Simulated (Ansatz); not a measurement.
C₄H₇ (SMILES [CH-]=C(C)C), charge -1, singlet, geometry from GFN2-xTB (a gas-phase anion, which may not be bound at this level); CCSD/cc-pVDZ run with Ansatz (a program for electronic structure).

Here is a job for Ansatz.
Ansatz 0.2 input:
```yaml
crystal:
  periodic: [false, false, false]
  atoms:
    - {symbol: C, position_ang: [-0.01707892, 0.13768366, 1.56711869]}
    - {symbol: C, position_ang: [-0.00258751, 0.01589936, 0.23872691]}
    - {symbol: H, position_ang: [-0.01937530, -0.90033578, 2.05551585]}
    - {symbol: C, position_ang: [0.00330867, 1.25366579, -0.64010594]}
    - {symbol: H, position_ang: [-0.00577892, 2.15256181, -0.02325221]}
    - {symbol: H, position_ang: [0.89326881, 1.29293502, -1.28777368]}
    - {symbol: H, position_ang: [-0.87285877, 1.28799033, -1.30658702]}
    - {symbol: C, position_ang: [0.01031081, -1.25397826, -0.63835837]}
    - {symbol: H, position_ang: [0.00619538, -2.15281432, -0.01577716]}
    - {symbol: H, position_ang: [-0.86732463, -1.30245721, -1.30263128]}
    - {symbol: H, position_ang: [0.90215513, -1.29750313, -1.28378223]}
basis:
  gaussian:
    orbitals: cc-pVDZ
total_charge: -1
magnetization: {spin_polarized: false}
correlation: {method: ccsd}
```

What the program printed (banner, timings and long lists left out):

```
Functional definition: HF
830 factors; integrals over basis functions are off by at most 1.3e-3 eV
mean field evaluation 1: about -4226.4302 eV, gradient 3.0e1 eV
mean field evaluation 2: about -4226.4328 eV, gradient 3.0e1 eV
mean field evaluation 4: about -4229.4893 eV, gradient 4.1e0 eV
mean field evaluation 8: about -4229.5817 eV, gradient 1.9e-1 eV
mean field evaluation 16: about -4229.5698 eV, gradient 1.2e0 eV
mean field -4229.58194499 eV, -155.4342695649 hartree, gradient 1.4e-6 eV, S^2 0.000000; 0 other end points of the search recorded, 0 dependent functions left out
4 core orbitals not correlated
reference -4229.58194499 eV, -155.4342695649 hartree; 12, 12 occupied and 75, 75 virtual orbitals, 830 factors
second order -15.45811408 eV of doubles, -0.00000000 eV of singles
cycle   1  -16.29612855 eV  change   -8.4e-1 eV  update   9.0e-2
cycle   2  -16.76575977 eV  change   -4.7e-1 eV  update   2.8e-2
cycle   3  -16.84678956 eV  change   -8.1e-2 eV  update   1.3e-2
cycle   4  -16.84557137 eV  change    1.2e-3 eV  update   4.0e-3
cycle   5  -16.84560057 eV  change   -2.9e-5 eV  update   1.9e-3
cycle   6  -16.84532480 eV  change    2.8e-4 eV  update   7.0e-4
cycle   7  -16.84499709 eV  change    3.3e-4 eV  update   2.6e-4
cycle   8  -16.84498073 eV  change    1.6e-5 eV  update   9.1e-5
cycle   9  -16.84497643 eV  change    4.3e-6 eV  update   2.8e-5
Total energy: -4246.42692143 eV, -156.0533110309 hartree
```
